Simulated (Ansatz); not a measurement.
```tsv
atom	x (Å)	y (Å)	z (Å)
Mg	0.0000	0.0000	0.0000
Cl	0.0000	0.0000	2.1550
```

Basis set: cc-pCVTZ on Mg; cc-pV(T+d)Z on Cl (spherical functions). Correlated methods keep 6 orbitals frozen. Charge 0, multiplicity 2.

Computed with Ansatz (development build ahead of 0.2.0); the reference of a correlated method needn't be the lowest determinant of its kind.

Q: Give the atomization energy at this shape (free ground-state atoms in the same class of orbitals less the molecule, no zero-point energy) of doublet MgCl by UHF-CCSD(T), UHF-CCSD.

A:

```json
{"method": "UHF-CCSD(T)", "atomization energy": "304.5 kJ/mol"}
{"method": "UHF-CCSD", "atomization energy": "298.0 kJ/mol"}
```

Caution: the reference determinant was not shown to be the lowest.
